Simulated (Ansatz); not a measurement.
Reaction (formal exchange of groups at the Si–H bond): `CCS[SiH3]` + `N=C(Cl)CO` → `CCS[SiH2]Cl` + `N=CCO`

Gas-phase electronic energies from Ansatz, PBE0-D4/def2-TZVP geometries. CCSD(T)/CBS adds triple-zeta CCSD(T) − MP2 to the extrapolated MP2 energy (def2 sets, frozen cores). This one scheme is used for every species. DFT in def2-TZVPP. Each species was taken in one conformer, which may not be the lowest.

```tsv
level	ΔE (kJ/mol)
PBE0-D4	-130.4
SCS-MP2/def2-TZVPP	-132.5
```

Q: What does CCSD(T)/CBS give? (Best estimate.)

A: Ansatz gave: -136.7 kJ/mol. The listed levels differ from it by 6.3, 4.2 kJ/mol.

Largest T1 diagnostic among the species: 0.012.

In def2-TZVPP, CCSD(T) changes the Hartree–Fock value by +10.6 kJ/mol (the triples alone add +3.4 kJ/mol) and MP2 by +8.3 kJ/mol. From PBE to PBE0 (25 % exact exchange), in def2-TZVPP and without D4, ΔE moves by −8.1 kJ/mol.
